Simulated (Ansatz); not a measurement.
```yaml
crystal:
  periodic: [false, false, false]
  atoms:
    - {symbol: P, position_ang: [0.496505, 2.428904, 0.324666]}
    - {symbol: B, position_ang: [0.368919, 0.635783, -0.275976]}
    - {symbol: S, position_ang: [-0.403701, -0.593696, 0.746700]}
    - {symbol: P, position_ang: [0.034831, -2.390068, -0.316594]}
    - {symbol: H, position_ang: [0.092839, 3.063670, -0.874365]}
    - {symbol: H, position_ang: [-0.729145, 2.565138, 1.019692]}
    - {symbol: H, position_ang: [0.913385, 0.319627, -1.289160]}
    - {symbol: H, position_ang: [-1.249626, -2.973727, -0.145862]}
    - {symbol: H, position_ang: [0.564593, -3.102032, 0.793798]}
basis:
  gaussian: {orbitals: cc-pVTZ}
hamiltonian: {xc: {name: BHLYP}}
output: {forces: true}
```

```sh
$ ansatz run in.yaml --threads 2 --pin off --events-out ev --progress --plain --max-ram 4352MiB
```

Output, abridged:

```
Functional definition: BHLYP
1511 factors; their error is unknown
mean field evaluation 1: about -30170.7374 eV, gradient 1.7e1 eV
mean field evaluation 2: about -30171.2551 eV, gradient 1.3e1 eV
mean field evaluation 4: about -30171.7975 eV, gradient 7.8e-1 eV
mean field evaluation 8: about -30172.1737 eV, gradient 6.0e-1 eV
mean field evaluation 16: about -30172.1740 eV, gradient 4.7e-5 eV
mean field -30172.17397210 eV, -1108.8069420405 hartree, gradient 4.7e-5 eV, S^2 0.000000; 0 other end points of the search recorded, 0 dependent functions left out
reference -30172.17417274 eV, -1108.8069494140 hartree; 28, 28 occupied and 174, 174 virtual orbitals, 1511 factors
Total energy: -30172.17417274 eV, -1108.8069494140 hartree
Atom 0 at     0.496505     2.428904     0.324666 Å, force    -0.265794     0.234590    -0.091484 eV/Å
Atom 1 at     0.368919     0.635783    -0.275976 Å, force     0.183322    -0.080126    -0.261924 eV/Å
Atom 2 at    -0.403701    -0.593696     0.746700 Å, force    -0.023707     0.061553     0.033869 eV/Å
Atom 3 at     0.034831    -2.390068    -0.316594 Å, force    -0.177893    -0.417854     0.267077 eV/Å
Atom 4 at     0.092839     3.063670    -0.874365 Å, force     0.076184    -0.065699     0.174755 eV/Å
Atom 5 at    -0.729145     2.565138     1.019692 Å, force     0.192127    -0.015560    -0.088090 eV/Å
Atom 6 at     0.913385     0.319627    -1.289160 Å, force    -0.155055     0.086830     0.269648 eV/Å
Atom 7 at    -1.249626    -2.973727    -0.145862 Å, force     0.205092     0.087943    -0.090962 eV/Å
Atom 8 at     0.564593    -3.102032     0.793798 Å, force    -0.034275     0.108323    -0.212888 eV/Å
Dipole moment:    -0.124837    -0.219785    -0.073500 e Å
```

Hardware: 2 threads of an Intel Xeon Platinum 8175M on a shared host. Wall time 7 s, peak host memory 0.57 GiB.
